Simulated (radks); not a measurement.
Coulomb parameter of the 4f shell of neutral thulium in the model configuration [Xe] 4f12 5d1 6s2, as a second difference U = [E(n + 0.25) + E(n - 0.25) - 2 E(n)] / (0.25)^2 with all orbitals relaxed. "Bare": the charge of the atom changes with n. "Screened": the 5d shell takes up the change at fixed total charge, which measures U(4f,4f) + U(5d,5d) - 2 U(4f,5d). Calculated with a radial shooting solver on a logarithmic mesh with Libxc functionals: scalar-relativistic Kohn-Sham, PBE, spin-unpolarised, spherical densities, finite nucleus; Fermi nuclear charge, rms radius 5.2256 fm.

case                      configuration  E - E(n) (eV)
start                 [Xe] 4f12 5d1 6s2          0.000
bare +0.25         [Xe] 4f12.25 5d1 6s2         -1.986
bare -0.25         [Xe] 4f11.75 5d1 6s2          2.854
screened +0.25  [Xe] 4f12.25 5d0.75 6s2         -1.736
screened -0.25  [Xe] 4f11.75 5d1.25 6s2          2.088

U(bare) = 13.894 eV, U(screened by 5d) = 5.629 eV, against the Slater integral F0(4f,4f) = 33.726 eV with frozen orbitals. The step up makes a negative ion, whose loosely bound charge lowers the bare value.
